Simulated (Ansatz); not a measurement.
Reaction (cleavage of the B–Si bond): `B[Si](O)(F)OC` + `CN[SiH2]N` → `BN[SiH2]NC` + `CO[SiH](O)F`

Isolated molecules relaxed with PBE0-D4/def2-TZVP in Ansatz; ΔE leaves out vibrations. CCSD(T)/CBS is the MP2 limit (def2-TZVPP, def2-QZVPP) plus CCSD(T) − MP2 in def2-TZVPP, frozen cores. Functionals use def2-TZVPP. One conformer a species, not always the lowest.

`B[Si](O)(F)OC`:

Z-matrix (Å, degrees):
```
Si
O 1 1.627
F 1 1.605 2 110.7
B 1 2.005 2 110.7 3 -116.7
O 1 1.633 2 106.6 3 116.5
H 2 0.959 1 117.6 3 -83.3
H 4 1.194 1 121.4 2 29.2
H 4 1.196 1 121.3 2 -152.0
C 5 1.411 1 124.8 2 -171.4
H 9 1.094 5 111.1 1 66.4
H 9 1.096 5 111.5 1 -55.0
H 9 1.091 5 108.2 1 -174.2
```

`CN[SiH2]N`:

Cartesian coordinates in Å:
```
C -1.382 -0.573 -1.224
N -0.303 0.218 -0.679
Si 0.712 -0.247 0.616
N 1.299 1.172 1.371
H -2.230 0.056 -1.513
H -1.740 -1.270 -0.463
H -1.090 -1.168 -2.099
H 0.032 0.938 -1.300
H 1.959 -0.999 0.278
H -0.152 -1.154 1.430
H 2.215 1.185 1.787
H 0.680 1.842 1.795
```

`BN[SiH2]NC`:

Z-matrix (Å, degrees):
```
Si
N 1 1.750
N 1 1.704 2 115.3
H 1 1.486 2 108.9 3 117.8
H 1 1.482 2 103.8 3 -121.1
B 2 1.398 1 126.9 3 111.2
H 2 1.012 1 116.6 3 -67.0
C 3 1.446 1 124.8 2 -64.4
H 3 1.006 1 119.2 2 101.5
H 6 1.198 2 119.0 1 1.0
H 6 1.199 2 119.9 1 -178.8
H 8 1.097 3 113.2 1 98.3
H 8 1.094 3 111.4 1 -139.6
H 8 1.093 3 109.6 1 -21.3
```

`CO[SiH](O)F`:

Z-matrix (Å, degrees):
```
C
O 1 1.412
H 1 1.091 2 108.1
H 1 1.095 2 111.2 3 -119.0
H 1 1.094 2 111.3 3 119.4
Si 2 1.623 1 125.5 3 -176.0
F 6 1.595 2 107.9 1 49.5
O 6 1.619 2 108.8 1 170.5
H 6 1.471 2 114.0 1 -68.9
H 8 0.958 6 118.6 2 -39.6
```

(1) Is it downhill or uphill in electronic energy at CCSD(T)/CBS, and by how much? (Best estimate.)

(2) What do these levels give: PBE-D4, PBE0-D4, B2PLYP, HF/def2-TZVPP, CCSD(T)/def2-TZVPP, CCSD/CBS(def2)? (Best estimate.)

Largest T1 diagnostic among the species: 0.012.

Answers

(1) Computed: Downhill: ΔE = -41.0 kcal/mol.

(2) Computed: PBE-D4 -39.9, PBE0-D4 -40.1, B2PLYP -42.1, HF/def2-TZVPP -40.9, CCSD(T)/def2-TZVPP -41.5, CCSD/CBS(def2) -40.5 kcal/mol.
